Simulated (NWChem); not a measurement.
System: CF$_{2}$, singlet; SMILES F[C]F

NWChem input:

```
start job
memory heap 200 mb stack 900 mb global 1100 mb
geometry units angstroms
  F     -1.032038    -0.211108     0.018416
  C     -0.012718     0.598169     0.000107
  F      1.040077    -0.167051    -0.018484
end
basis spherical
  * library 6-31g*
end
dft
  xc b3lyp
  iterations 150
end
driver
  maxiter 150
end
task dft optimize
```

Parts of the log:

```
             Northwest Computational Chemistry Package (NWChem) 7.3.0
             --------------------------------------------------------

 C2V symmetry detected

                             Geometry "geometry" -> ""
                             -------------------------

 Output coordinates in angstroms (scale by  1.889725989 to convert to a.u.)

  No.       Tag          Charge          X              Y              Z
 ---- ---------------- ---------- -------------- -------------- --------------
    1 F                    9.0000     1.03645588     0.00000000    -0.19685660
    2 C                    6.0000     0.00000000     0.00000000     0.59056981
    3 F                    9.0000    -1.03645588     0.00000000    -0.19685660

 Effective nuclear repulsion energy (a.u.)      64.5846889372

      Symmetry information
      --------------------

 Group name             C2v
 Group number             16
 Group order               4
 No. of unique centers     2

                                Z-matrix (autoz)
                                --------

 Units are Angstrom for bonds and degrees for angles

      Type          Name      I     J     K     L     M      Value
      ----------- --------  ----- ----- ----- ----- ----- ----------
    1 Stretch                  1     2                       1.30165
    2 Stretch                  2     3                       1.30165
    3 Bend                     1     2     3               105.54996

                           NWChem Geometry Optimization
                           ----------------------------

 maximum gradient threshold         (gmax) =   0.000450
 rms gradient threshold             (grms) =   0.000300
 maximum cartesian step threshold   (xmax) =   0.001800
 rms cartesian step threshold       (xrms) =   0.001200
 fixed trust radius                (trust) =   0.300000
 source of zmatrix                         =   autoz

          -------------------
          Energy Minimization
          -------------------

 Using diagonal initial Hessian
 Scaling for Hessian diagonals: bonds = 1.00  angles = 0.25  torsions = 0.10

          --------
          Step   0

                                 NWChem DFT Module
                                 -----------------

 Summary of "ao basis" -> "ao basis" (spherical)
 ------------------------------------------------------------------------------
       Tag                 Description            Shells   Functions and Types
 ---------------- ------------------------------  ------  ---------------------
 F                           6-31g*                  6       14   3s2p1d
 C                           6-31g*                  6       14   3s2p1d

      Symmetry analysis of basis
      --------------------------

        a1         17
        a2          5
        b1         13
        b2          7

            General Information
            -------------------
          SCF calculation type: DFT
          Wavefunction type:  closed shell.
          No. of atoms     :     3
          No. of electrons :    24
           Alpha electrons :    12
            Beta electrons :    12
          Charge           :     0
          Spin multiplicity:     1
          Use of symmetry is: on ; symmetry adaption is: on
          Maximum number of iterations: 150
          AO basis - number of functions:    42
                     number of shells:    18
          Convergence on energy requested:  1.00D-06
          Convergence on density requested:  1.00D-05
          Convergence on gradient requested:  5.00D-04

              XC Information
              --------------
                         B3LYP Method XC Potential
                     Hartree-Fock (Exact) Exchange  0.200
                        Slater Exchange Functional  0.800 local
                    Becke 1988 Exchange Functional  0.720 non-local
              Lee-Yang-Parr Correlation Functional  0.810
                  VWN I RPA Correlation Functional  0.190 local

             Grid Information
             ----------------
          Grid used for XC integration:  medium
          Radial quadrature: Mura-Knowles
          Angular quadrature: Lebedev.
          Tag              B.-S. Rad. Rad. Pts. Rad. Cut. Ang. Pts.
          ---              ---------- --------- --------- ---------
          F                   0.50       49           6.0       434
          C                   0.70       49           5.0       434
          Grid pruning is: on
          Number of quadrature shells:    98
          Spatial weights used:  Erf1

      Superposition of Atomic Density Guess
      -------------------------------------

 Sum of atomic energies:        -236.40491819

      Non-variational initial energy
      ------------------------------

 Total energy =    -236.947425
 1-e energy   =    -457.412736
 2-e energy   =     155.880622
 HOMO         =      -0.278074
 LUMO         =       0.024492

      Symmetry analysis of molecular orbitals - initial
      -------------------------------------------------

  Numbering of irreducible representations:

     1 a1          2 a2          3 b1          4 b2

  Orbital symmetries:

     1 a1          2 b1          3 a1          4 a1          5 b1
     6 a1          7 b1          8 a1          9 b2         10 a2
    11 b1         12 a1         13 b2         14 b1         15 a1
    16 a1         17 b2         18 b1         19 a1         20 a1
    21 b1         22 a1

   convergence    iter        energy       DeltaE   RMS-Dens  Diis-err
 ---------------- ----- ----------------- --------- --------- ---------
 d= 0,ls=0.0,diis     1   -237.5981537001 -3.02D+02  2.51D-02  7.66D-01
 d= 0,ls=0.0,diis     2   -237.5183678419  7.98D-02  1.42D-02  1.86D+00
 d= 0,ls=0.0,diis     3   -237.6836762646 -1.65D-01  2.14D-03  3.09D-02
 d= 0,ls=0.0,diis     4   -237.6859252514 -2.25D-03  5.07D-04  1.37D-03
 d= 0,ls=0.0,diis     5   -237.6860461587 -1.21D-04  4.55D-05  3.71D-06
 d= 0,ls=0.0,diis     6   -237.6860465989 -4.40D-07  7.54D-06  6.91D-08

         Total DFT energy =     -237.686046598930
      One electron energy =     -457.197311005334
           Coulomb energy =      181.206440566823
    Exchange-Corr. energy =      -26.279865097575
 Nuclear repulsion energy =       64.584688937156

 Numeric. integr. density =       23.999995664716

                  Occupations of the irreducible representations
                  ----------------------------------------------

                     irrep           alpha         beta
                     --------     --------     --------
                     a1                6.0          6.0
                     a2                1.0          1.0
                     b1                4.0          4.0
                     b2                1.0          1.0

[...]

      ----------------------
      Optimization converged
      ----------------------

  Step       Energy      Delta E   Gmax     Grms     Xrms     Xmax
  ---- ---------------- -------- -------- -------- -------- --------
@    3    -237.68635650 -6.7D-08  0.00000  0.00000  0.00010  0.00020
                                     ok       ok       ok       ok

                                Z-matrix (autoz)
                                --------

 Units are Angstrom for bonds and degrees for angles

      Type          Name      I     J     K     L     M      Value     Gradient
      ----------- --------  ----- ----- ----- ----- ----- ---------- ----------
    1 Stretch                  1     2                       1.31262   -0.00000
    2 Stretch                  2     3                       1.31262   -0.00000
    3 Bend                     1     2     3               104.14003    0.00000

                         Geometry "geometry" -> "geometry"
                         ---------------------------------

 Output coordinates in angstroms (scale by  1.889725989 to convert to a.u.)

  No.       Tag          Charge          X              Y              Z
 ---- ---------------- ---------- -------------- -------------- --------------
    1 F                    9.0000     1.03534445     0.00000000    -0.20333587
    2 C                    6.0000     0.00000000     0.00000000     0.60352834
    3 F                    9.0000    -1.03534445     0.00000000    -0.20333587

 Effective nuclear repulsion energy (a.u.)      64.2398357244

      Symmetry information
      --------------------

 Group name             C2v
 Group number             16
 Group order               4
 No. of unique centers     2

                Final and change from initial internal coordinates
                --------------------------------------------------

                                Z-matrix (autoz)
                                --------

 Units are Angstrom for bonds and degrees for angles

      Type          Name      I     J     K     L     M      Value       Change
      ----------- --------  ----- ----- ----- ----- ----- ---------- ----------
    1 Stretch                  1     2                       1.31262    0.01097
    2 Stretch                  2     3                       1.31262    0.01097
    3 Bend                     1     2     3               104.14003   -1.40993

 ==============================================================================
                                internuclear distances
 ------------------------------------------------------------------------------
       center one      |      center two      | atomic units |  angstroms
 ------------------------------------------------------------------------------
    2 C                |   1 F                |     2.48049  |     1.31262
    3 F                |   2 C                |     2.48049  |     1.31262
 ------------------------------------------------------------------------------
                         number of included internuclear distances:          2
 ==============================================================================
```

Level: B3LYP/6-31G* (spherical d). Low-valent species are run as closed-shell singlets; no triplet was tried in these runs.
